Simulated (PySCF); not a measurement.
**Potential energy of AlBi along the bond**

Set-up: PySCF, scalar-relativistic core potentials, basis sets Al def2-SVPD, Bi def2-SVPD with ECP60. Energies in eV from Al + Bi in their ground configurations at the same level. State: ³Σ⁻ (triplet), unpaired electrons π ↑↑.

All columns are PW91. A positive dipole means Al(−)Bi(+).

```tsv
R (Å)	E (eV)	μ (D)	Mulliken charge on Al (basis-dependent)	HOMO (eV)	LUMO (eV)	Mayer bond order	⟨S²⟩
2.437	-1.291	1.00	0.00	-4.17	-4.68	1.46	2.00
2.551	-1.634	0.65	0.04	-4.22	-4.47	1.43	2.00
2.664	-1.828	0.28	0.06	-4.25	-4.29	1.40	2.00
2.749	-1.900	0.00	0.08	-4.27	-4.16	1.38	2.00
2.834	-1.927	-0.29	0.09	-4.27	-4.04	1.36	2.01
2.919	-1.917	-0.58	0.09	-4.26	-3.93	1.34	2.01
3.032	-1.862	-0.96	0.10	-4.24	-3.79	1.31	2.01
3.174	-1.748	-1.41	0.11	-4.20	-3.65	1.28	2.01
3.344	-1.573	-1.93	0.11	-4.13	-3.51	1.23	2.02
3.571	-1.313	-2.54	0.12	-4.02	-3.36	1.16	2.03
```

A fit through these points gives, at Re = 2.850 Å, μ = -0.35 D and dμ/dR = -3.39 D/Å; the reduced mass is 23.9 u.

**Question.** How strong is the fundamental in the double-harmonic approximation, I = 42.26·(dμ/dR)²/μred km/mol?

**Answer.** I = 42.26·(-3.39)²/23.9 = 20.3 km/mol at PW91.

Spin–orbit coupling is left out, which matters for elements this heavy, above all for dissociation energies. The state is the lowest determinant that a PBE0 search found; another state may lie lower at other levels.

At some distances an empty level lies below a filled one, because the occupation is held.
